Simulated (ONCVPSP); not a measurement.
# Mn (Z = 25), ONCV: configuration errors across variants

| Property | Result |
| --- | --- |
| Element | Mn |
| Generator | ONCVPSP 4.0.1 |
| Type | optimised norm-conserving Vanderbilt (ONCV) |
| Functional | PBE |
| Relativity | scalar-relativistic |
| Frozen core | [Ne] |
| Valence charge | 15 |
| Reference configuration | 3s2 3p6 3d5 4s2 |
| Partial waves | 3s+4s: rc 1.40 bohr, ncon 4, nbas 9, qcut 7.5 1/bohr, 2 projectors; 3p: rc 1.45 bohr, ncon 4, nbas 9, qcut 8 1/bohr, 2 projectors, debl 0.7 Ha; 3d: rc 1.80 bohr, ncon 3, nbas 8, qcut 8.1 1/bohr, 3 projectors, debl 3.7 Ha |
| Local potential | polynomial inside 1.25 bohr (lpopt 3, dvloc0 0 Ha) |
| Core correction | Teter function, fcfact 2.75, rcfact 1.7 |

In the p channel the program set the typed energies aside and used -2.006, 0.250 Ha.

All-electron excitation energies from the reference (eV): (1) 3s2 3p6 3d5 4s1 8.416; (2) 3s2 3p6 3d5 4s0 24.015; (3) 3s2 3p6 3d4 4s0 56.534; (4) 3s2 3p6 3d6 4s0 6.813.

Errors AE − PS in meV (a dash: test not solved or not reliable):

```tsv
change	(1)	(2)	(3)	(4)	bound ghosts	GHOST(+) flags above zero
base	+0.9	+2.7	+70	+98	none	none
s: qcut 5.4; p: qcut 5.7; d: qcut 5.8	+0.4	-7.5	+131	+207	none	none
s: qcut 6.2; p: qcut 6.6; d: qcut 6.7	+0.8	-1.3	+102	+151	none	none
s: qcut 8.5; p: qcut 9.1; d: qcut 9.2	+0.8	+3.6	+53	+71	none	none
s: qcut 9.2; p: qcut 9.9; d: qcut 10	+0.6	+3.6	+41	+56	none	none
s: qcut 10.4; p: qcut 11; d: qcut 11.2	+0.5	+3.4	+32	+44	none	none
```

Problem. Give the same row for: s: qcut 7.1; p: qcut 7.5; d: qcut 7.6.

Solution. +0.9, +1.9, +80, +113; bound ghosts: none; GHOST(+) flags above zero: none.
